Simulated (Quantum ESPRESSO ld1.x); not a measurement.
Task: These are the eigenvalues of the occupied orbitals of an atom or ion with whole-number occupations (eV). Method: non-relativistic Kohn-Sham, LDA (Slater exchange, VWN5 correlation), spin-polarised, spherical densities, point nucleus; computed with ld1.x of Quantum ESPRESSO 7.5.

orbital  eigenvalue
1s up      -22394.3
1s down    -22394.3
2s up      -3229.42
2s down    -3228.42
2p up      -2999.36
2p down    -2998.59
3s up      -615.361
3s down    -614.662
3p up      -524.232
3p down    -523.477
3d up      -355.776
3d down    -354.783
4s up      -126.679
4s down    -122.585
4p up      -98.3731
4p down    -94.2208
4d up      -52.7101
7s up       -9.8544

Which element is it, and in what charge state? The configuration may be excited. Open shells, if any, are filled with parallel spins first.

Result: Z = 45, rhodium, charge +3: Rh3+ in [Kr] 4d5 7s1. The list shows which subshells hold electrons but not how many an open one holds; the 1s level, -822.97 hartree, gives Z - s = 40.6 by -(Z - s)^2/2, which with screening narrows Z to a few neighbours, and the depths of the outer levels then fix element, charge and occupations together.
